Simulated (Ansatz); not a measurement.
Ge19AsH30⁻, relaxed as a singlet with RKS PBE-D4/def2-SVP in Ansatz, starting from a model built from a lattice or polyhedron. Force threshold 0.03 eV/Å.

Single mean-field runs in def2-SVP are fitted with def2-universal-jkfit.

Start:

```xyz
50

Ge    4.0930    0.5430    1.1543
Ge    0.6873   -1.4323   -4.5610
Ge    3.3888    0.9270   -2.7624
As    1.4055   -1.8083   -0.6325
Ge   -2.4842   -1.3326    0.1065
Ge    0.2096    1.0365    1.9048
Ge   -0.4971    1.4131   -2.0086
Ge   -1.8088   -1.7196    4.0314
Ge   -3.6735    1.4747    2.6702
Ge    0.8554   -3.0165   -2.7044
Ge   -2.3118   -2.8881    1.9717
Ge    3.5467   -0.6301   -0.9036
Ge    0.3797   -0.5794    3.7761
Ge    2.3734    2.1770    1.6407
Ge    2.8632   -0.2677   -4.8201
Ge   -1.0437    0.2287   -4.0818
Ge    1.6351    2.5871   -2.2821
Ge   -4.2480    0.3110    0.5808
Ge   -1.5392    2.6809    2.4115
Ge   -3.5187   -0.0795    4.5188
H     5.4416    1.2511    0.9753
H     4.2009   -0.4701    2.2975
H     0.3694   -2.1536   -5.8653
H     4.7197    1.6541   -2.9422
H     1.4935   -2.8130    0.5060
H    -2.8109   -2.0523   -1.1838
H    -1.5874    2.4419   -1.6977
H    -1.6567   -2.7100    5.1786
H    -4.7807    2.5530    2.9459
H     1.9387   -4.0287   -3.0018
H    -0.4712   -3.7111   -2.5401
H    -1.2399   -3.9377    1.6286
H    -3.6531   -3.6330    2.1137
H     4.6447   -1.6775   -1.1913
H     1.4308   -1.5870    3.4711
H     0.7272    0.1785    5.0312
H     2.7040    2.9472    2.9146
H     2.2511    3.1702    0.5017
H     3.9443   -1.2831   -5.1348
H     2.7623    0.7302   -5.9587
H    -1.1018    1.2356   -5.2409
H    -2.4005   -0.4717   -3.9414
H     1.5481    3.5487   -3.4455
H     1.9868    3.3111   -0.9890
H    -4.3409    1.3060   -0.5603
H    -5.5628   -0.4061    0.7511
H    -1.6200    3.6573    1.2366
H    -1.2015    3.4348    3.6730
H    -4.8598   -0.7836    4.6805
H    -3.1886    0.6736    5.7774
```

Task: Estimate the energy that the relaxation releases and the steps that it takes.

Result: 4.32 eV, in 36 steps; 2.1 min on 11 threads of AMD EPYC 7R13 on a shared host and a whole NVIDIA H100 80GB HBM3. No frequencies were taken in this run, so the end may be a saddle point.

Task: Does the start keep its bonding and symmetry?

Result: Bonds formed: Ge5–Ge7 (atoms count from 1).

Task: Predict the relaxed structure.

Result: 
Cartesian coordinates in Å:
```
Ge 4.1831 0.5272 1.3907
Ge 1.1387 -1.9732 -4.2268
Ge 2.6472 1.1214 -2.2949
As 1.2342 -1.8406 -0.3017
Ge -2.9076 -0.2103 -0.4939
Ge 0.3017 1.2503 1.4035
Ge -1.5057 0.6441 -2.3129
Ge -1.5589 -1.7607 3.1188
Ge -3.1960 1.8870 3.1037
Ge 1.6559 -3.2953 -2.2363
Ge -2.3772 -2.1942 0.8496
Ge 3.3052 -0.5495 -0.6296
Ge 0.5403 -0.4920 3.1856
Ge 2.5235 2.2306 1.9970
Ge 2.6639 -0.0697 -4.4372
Ge -1.1540 -1.1511 -3.9645
Ge 0.4268 2.1429 -2.1556
Ge -3.9069 1.6500 0.7699
Ge -0.8964 2.7451 3.0137
Ge -3.3201 -0.3545 4.0896
H 5.6141 1.0265 0.9933
H 4.3996 -0.5904 2.4580
H 1.2103 -2.8774 -5.5029
H 3.6996 2.2772 -2.3668
H 1.8848 -2.8500 0.6680
H -4.0979 -0.7225 -1.3937
H -2.5487 1.5530 -3.0621
H -1.5777 -3.1476 3.8540
H -4.2650 2.8000 3.8026
H 3.1092 -3.8619 -2.2850
H 0.6792 -4.5138 -2.1831
H -1.5037 -3.1934 0.0293
H -3.7760 -2.8896 0.9913
H 4.3685 -1.4541 -1.3489
H 1.6807 -1.5462 2.9659
H 0.6905 -0.0597 4.6889
H 2.8649 2.6706 3.4653
H 2.9343 3.4587 1.1068
H 4.0967 -0.5863 -4.7802
H 2.2088 0.8230 -5.6359
H -1.6423 -0.6550 -5.3645
H -2.0642 -2.3655 -3.5957
H 0.3360 2.9317 -3.5155
H 0.3003 3.2015 -1.0285
H -3.6051 2.9641 -0.0234
H -5.4583 1.4494 0.6797
H -1.0676 4.2251 2.5182
H -0.3919 2.8657 4.4950
H -4.7383 -0.9779 3.8606
H -3.1384 -0.2627 5.6405
```
Bond lengths: 22 × Ge–Ge 2.44 to 2.50 Å; 2 × As–Ge 2.46 Å; 29 × Ge–H 1.55 to 1.58 Å; 1 × As–H 1.54 Å.
